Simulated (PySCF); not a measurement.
C10H10, SMILES C=Cc1ccc(C=C)cc1, GFN2-xTB optimised geometry.

```
20

C     -1.08    -3.68     0.00
C     -1.53    -2.43     0.00
C     -0.73    -1.21     0.00
C     -1.38     0.03     0.00
C     -0.67     1.21     0.00
C      0.73     1.21     0.00
C      1.53     2.43     0.00
C      1.08     3.68     0.00
C      1.38    -0.03     0.00
C      0.67    -1.21     0.00
H     -0.03    -3.92     0.00
H     -1.75    -4.51     0.00
H     -2.60    -2.26     0.00
H     -2.46     0.05     0.00
H     -1.21     2.15     0.00
H      2.60     2.26     0.00
H      1.75     4.51     0.00
H      0.03     3.92     0.00
H      2.46    -0.05     0.00
H      1.21    -2.15     0.00
```

Density from PySCF 2.14.0 with PBE/def2-SVP at that geometry.

Minimum of the electron density along straight lines between bonded atoms, close to the bond critical point (lines longer than 1.1 times the sum of covalent radii, or with two minima, are not listed):

| bond | length / Å | ρ at the minimum / e bohr⁻³ | ∇²ρ there / e bohr⁻⁵ | position (fraction from the first atom) |
|---|---|---|---|---|
| C1–C2 | 1.328 | 0.339 | -0.88 | 0.50 |
| C2–C3 | 1.456 | 0.273 | -0.64 | 0.50 |
| C3–C4 | 1.398 | 0.303 | -0.74 | 0.50 |
| C4–C5 | 1.378 | 0.313 | -0.78 | 0.50 |
| C5–C6 | 1.396 | 0.303 | -0.74 | 0.50 |
| C6–C7 | 1.456 | 0.273 | -0.64 | 0.50 |
| C7–C8 | 1.328 | 0.339 | -0.88 | 0.50 |
| C6–C9 | 1.398 | 0.303 | -0.74 | 0.50 |
| C3–C10 | 1.396 | 0.303 | -0.74 | 0.50 |
| C9–C10 | 1.378 | 0.313 | -0.78 | 0.50 |
| C1–H11 | 1.076 | 0.281 | -1.06 | 0.63 |
| C1–H12 | 1.077 | 0.281 | -1.06 | 0.64 |
| C2–H13 | 1.084 | 0.280 | -1.04 | 0.63 |
| C4–H14 | 1.082 | 0.280 | -1.04 | 0.63 |
| C5–H15 | 1.079 | 0.282 | -1.05 | 0.63 |
| C7–H16 | 1.084 | 0.280 | -1.04 | 0.63 |
| C8–H17 | 1.077 | 0.281 | -1.06 | 0.64 |
| C8–H18 | 1.076 | 0.281 | -1.06 | 0.63 |
| C9–H19 | 1.082 | 0.280 | -1.04 | 0.63 |
| C10–H20 | 1.079 | 0.282 | -1.05 | 0.63 |
